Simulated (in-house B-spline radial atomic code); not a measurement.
Values are calculated unless marked as measured or tabulated.
# H in an electron gas of r_s = 2.2: phase shifts, screening, friction and resistivity

A nucleus sits in a uniform electron gas with a rigid positive background. The Kohn-Sham equations are solved self-consistently in the spin-unpolarised LDA (PW92), non-relativistic, on B-splines with outgoing waves at the boundary and partial waves to l = 8. The model has no lattice, no bands and no magnetic solution. Atomic units; δ_l are the phase shifts at the Fermi level, counted so that each bound state adds π, and good to about 0.0005.

The density parameter is r_s = 2.2 bohr, near that of the valence electrons of Ga (3 per atom, density 5.91 g/cm³, mass 69.72 u, which gives r_s = 2.19).

```tsv
l	δ_l (rad)
0	1.1182
1	0.1111
2	0.0183
3	0.0031
4	0.0005
5	0.0001
6	0.0000
7	0.0000
8	0.0000
```

Bound levels below the band bottom (hartree): s -0.001012.

Check the Friedel sum rule, and say where the screening charge sits.

k_F = (9π/4)^(1/3)/r_s = 0.87234. The rule is Z = (2/π) Σ (2l + 1) δ_l. The terms are s 0.712, p 0.212, d 0.058, f 0.014 and 0.004 beyond, in all 1.000 against Z = 1. Bound states hold 2 s, 0 p, 0 d electrons, so the scattering states carry -1.00 in all; where a term is smaller than its bound count, the bound level has drawn weight out of the band.

Find the transport cross section and the electronic stopping of a 1 keV H ion (mass 1.01 u).

σ_tr = (4π/k_F²) Σ (l + 1) sin²(δ_l − δ_(l+1)). The terms for l = 0 to 3 are 0.7145, 0.0172, 0.0007, 0.0000, all together 0.7324, so σ_tr = 16.513 × 0.7324 = 12.094 bohr². With n = 3/(4π r_s³) = 0.02242, the friction coefficient is Q = n k_F σ_tr = 0.2365. For v well below v_F = 0.872, dE/dx = Q v; with 24801 eV per u at v = 1, v = √(1000/(24801 × 1.01)) = 0.1998, so dE/dx = 0.04726 hartree/bohr = 24.3 eV/nm. The largest term couples the s and p waves.

What residual resistivity would 1 atomic per cent of such centres give in Ga?

Δρ = k_F n_i σ_tr/n in atomic units of 21.74 μΩ·cm. With one host atom per 3 electrons, n_i/n = 0.01/3, so Δρ = 0.8723 × 0.00333 × 12.094 × 21.74 = 0.76 μΩ·cm. This is an atom added to the gas, as on an interstitial site.

On a substitutional site the background of one host ion, a sphere holding 3 charges, is taken out. The phase shifts for l = 0 to 4 become 0.3068, -0.5601, -0.2294, -0.0653, -0.0141. What follows?

The Friedel sum is now -2.00, for Z − 3 = -2. The sum in σ_tr is 0.8832, so σ_tr = 14.59 bohr² and Δρ = 0.92 μΩ·cm per atomic per cent, 1.21 times the value above. A real host ion scatters too, so this model doesn't give zero even for the host's own atom.
